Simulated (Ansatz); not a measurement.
```xyz
3

Si    0.0000    0.0000   -0.1449
H     0.0000    1.1839    1.0142
H     0.0000   -1.1839    1.0142
```

Basis set: cc-pVTZ (spherical functions). Correlated methods keep 5 orbitals frozen. Charge 0, multiplicity 1.

Computed with Ansatz (development build ahead of 0.2.0); each method stands on the lowest determinant of its kind that the runs found. Restricted open shells among the atoms or ions are ROHF, correlated in semicanonical orbitals with singles.

The atomization energy at this shape (free ground-state atoms in the same class of orbitals less the molecule, no zero-point energy) of singlet SiH₂:

| method | atomization energy |
| --- | --- |
| RHF-MP2 | 571.5 kJ/mol |

Problem. What does RHF give?

Solution. 441.9 kJ/mol. Caution: the shape is not the minimum.
